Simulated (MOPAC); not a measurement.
MOPAC input (AM1):

```
AM1 1SCF CHARGE=-1 GEO-OK AUX(PRECISION=9) THREADS=1
CH4BO3

C    -1.79371400 1    0.44296300 1    0.32404900 1
O    -0.44765300 1    0.48401800 1    0.70021900 1
B     0.48546800 1   -0.17344200 1   -0.17651700 1
O     0.20700400 1   -0.79718800 1   -1.27464700 1
O     1.79974100 1   -0.01541600 1    0.38635900 1
H    -2.19165700 1    1.46205100 1    0.19464100 1
H    -1.91526400 1   -0.10670200 1   -0.61531700 1
H    -2.39971900 1   -0.04547300 1    1.10368400 1
H     2.36885100 1   -0.47176100 1   -0.24016800 1
```

Output:

```
 *******************************************************************************
 **                                                                           **
 **                              MOPAC v23.2.5                                **
 **                                                                           **
 *******************************************************************************
 ** MOPAC's Digital Object Identifier: https://doi.org/10.5281/zenodo.6511958 **
 **                                                                           **
 ** Please cite the open-source release paper for use of this MOPAC version:  **
 ** J. E. Moussa and J. J. P. Stewart (2026)                                  **
 ** MOPAC: An open-source semiempirical molecular orbital program             **
 ** J. Open Source Softw., 11(119), 8025, https://doi.org/10.21105/joss.08025 **
 *******************************************************************************

                              AM1 CALCULATION RESULTS

 *******************************************************************************
 *  AM1        - The AM1 Hamiltonian to be used
 *  GEO-OK     - OVERRIDE INTERATOMIC DISTANCE AND OTHER SAFETY CHECKS
 *
 *
 *
 *                 CHARGE ON SYSTEM = -1
 *
 *
 *
 *  1SCF       - DO 1 SCF AND THEN STOP
 *  AUX        - OUTPUT AUXILIARY INFORMATION
 *******************************************************************************
AM1 1SCF CHARGE=-1 GEO-OK AUX(PRECISION=9) THREADS=1
 CH4BO3

   ATOM   CHEMICAL          X               Y               Z
  NUMBER   SYMBOL      (ANGSTROMS)     (ANGSTROMS)     (ANGSTROMS)

     1       C         -1.79371400  *   0.44296300  *   0.32404900  *
     2       O         -0.44765300  *   0.48401800  *   0.70021900  *
     3       B          0.48546800  *  -0.17344200  *  -0.17651700  *
     4       O          0.20700400  *  -0.79718800  *  -1.27464700  *
     5       O          1.79974100  *  -0.01541600  *   0.38635900  *
     6       H         -2.19165700  *   1.46205100  *   0.19464100  *
     7       H         -1.91526400  *  -0.10670200  *  -0.61531700  *
     8       H         -2.39971900  *  -0.04547300  *   1.10368400  *
     9       H          2.36885100  *  -0.47176100  *  -0.24016800  *

          CARTESIAN COORDINATES

    NO.       ATOM           X           Y           Z

     1         C         -1.7937      0.4430      0.3240
     2         O         -0.4477      0.4840      0.7002
     3         B          0.4855     -0.1734     -0.1765
     4         O          0.2070     -0.7972     -1.2746
     5         O          1.7997     -0.0154      0.3864
     6         H         -2.1917      1.4621      0.1946
     7         H         -1.9153     -0.1067     -0.6153
     8         H         -2.3997     -0.0455      1.1037
     9         H          2.3689     -0.4718     -0.2402

  H: (AM1): M.J.S. DEWAR ET AL, J. AM. CHEM. SOC. 107 3902-3909 (1985)
  B: (AM1): M.J.S. DEWAR ET AL, ORGANOMETALLICS, 7, 513-521 (1988)
  C: (AM1): M.J.S. DEWAR ET AL, J. AM. CHEM. SOC. 107 3902-3909 (1985)
  O: (AM1): M.J.S. DEWAR ET AL, J. AM. CHEM. SOC. 107 3902-3909 (1985)

           Empirical Formula: C H4 O3 B  =     9 atoms

      MOLECULAR POINT GROUP   :   Cs

      RHF CALCULATION, NO. OF DOUBLY OCCUPIED LEVELS = 15

 -------------------------------------------------------------------------------
 AM1 1SCF CHARGE=-1 GEO-OK AUX(PRECISION=9) THREADS=1
 CH4BO3

     1SCF WAS SPECIFIED, SO BFGS WAS NOT USED
     SCF FIELD WAS ACHIEVED

                              AM1 CALCULATION
                                                       MOPAC v23.2.5 Linux

          FINAL HEAT OF FORMATION =       -239.53952 KCAL/MOL =   -1002.23334 KJ/MOL

          COSMO AREA              =        104.80 SQUARE ANGSTROMS
          COSMO VOLUME            =         87.55 CUBIC ANGSTROMS

          IONIZATION POTENTIAL    =          4.258998 EV
          HOMO LUMO ENERGIES (EV) =         -4.259  8.097
          NO. OF FILLED LEVELS    =         15
          MOLECULAR WEIGHT        =         74.8508         POINT GROUP:  Cs

          MOLECULAR DIMENSIONS (Angstroms)

            Atom       Atom       Distance
            H     9    H     6     4.97262
            O     4    O     5     2.20994
            H     8    H     6     1.73826

          SCF CALCULATIONS        =          1

   ATOM   CHEMICAL          X               Y               Z
  NUMBER   SYMBOL      (ANGSTROMS)     (ANGSTROMS)     (ANGSTROMS)

     1       C         -1.79371400  *   0.44296300  *   0.32404900  *
     2       O         -0.44765300  *   0.48401800  *   0.70021900  *
     3       B          0.48546800  *  -0.17344200  *  -0.17651700  *
     4       O          0.20700400  *  -0.79718800  *  -1.27464700  *
     5       O          1.79974100  *  -0.01541600  *   0.38635900  *
     6       H         -2.19165700  *   1.46205100  *   0.19464100  *
     7       H         -1.91526400  *  -0.10670200  *  -0.61531700  *
     8       H         -2.39971900  *  -0.04547300  *   1.10368400  *
     9       H          2.36885100  *  -0.47176100  *  -0.24016800  *

                             CARTESIAN COORDINATES

   1    C       -1.793714000     0.442963000     0.324049000
   2    O       -0.447653000     0.484018000     0.700219000
   3    B        0.485468000    -0.173442000    -0.176517000
   4    O        0.207004000    -0.797188000    -1.274647000
   5    O        1.799741000    -0.015416000     0.386359000
   6    H       -2.191657000     1.462051000     0.194641000
   7    H       -1.915264000    -0.106702000    -0.615317000
   8    H       -2.399719000    -0.045473000     1.103684000
   9    H        2.368851000    -0.471761000    -0.240168000

           Empirical Formula: C H4 O3 B  =     9 atoms

      MOLECULAR POINT GROUP   :   Cs

                  EIGENVALUES
 -32.36735 -30.60721 -27.58435 -22.36569 -14.94007 -11.56434 -10.89590 -10.77021
 -10.25650  -7.96463  -7.88214  -6.47280  -5.90521  -4.61901  -4.25900   8.09698
   8.83619   9.08412   9.45250  10.12734  10.78851  11.22858  13.05170  15.41860

              NET ATOMIC CHARGES AND DIPOLE CONTRIBUTIONS

  ATOM NO.   TYPE          CHARGE      No. of ELECS.   s-Pop       p-Pop
    1          C          -0.013740        4.0137     1.21406     2.79968
    2          O          -0.336024        6.3360     1.85874     4.47728
    3          B           0.118525        2.8815     1.10554     1.77594
    4          O          -0.633992        6.6340     1.91173     4.72226
    5          O          -0.389259        6.3893     1.86332     4.52594
    6          H           0.005512        0.9945     0.99449
    7          H           0.070014        0.9300     0.92999
    8          H           0.005513        0.9945     0.99449
    9          H           0.173451        0.8265     0.82655
 DIPOLE           X         Y         Z       TOTAL
 POINT-CHG.    -1.383     1.094     1.497     2.313
 HYBRID         0.016    -0.151    -0.247     0.290
 SUM           -1.367     0.943     1.251     2.079

          ATOMIC ORBITAL ELECTRON POPULATIONS

     Atom    s        px        py        pz
    1  C   1.21406   0.86569   0.95378   0.98021
    2  O   1.85874   1.14146   1.76803   1.56779
    3  B   1.10554   0.62848   0.52781   0.61965
    4  O   1.91173   1.84288   1.56420   1.31519
    5  O   1.86332   1.27487   1.74959   1.50149
    6  H   0.99449
    7  H   0.92999
    8  H   0.99449
    9  H   0.82655

 **********************
 *                    *
 * JOB ENDED NORMALLY *
 *                    *
 **********************

 == MOPAC DONE ==
```

The dipole moment of an ion depends on the origin.

The geometry given is a B3LYP-D3(BJ)/def2-TZVP minimum.
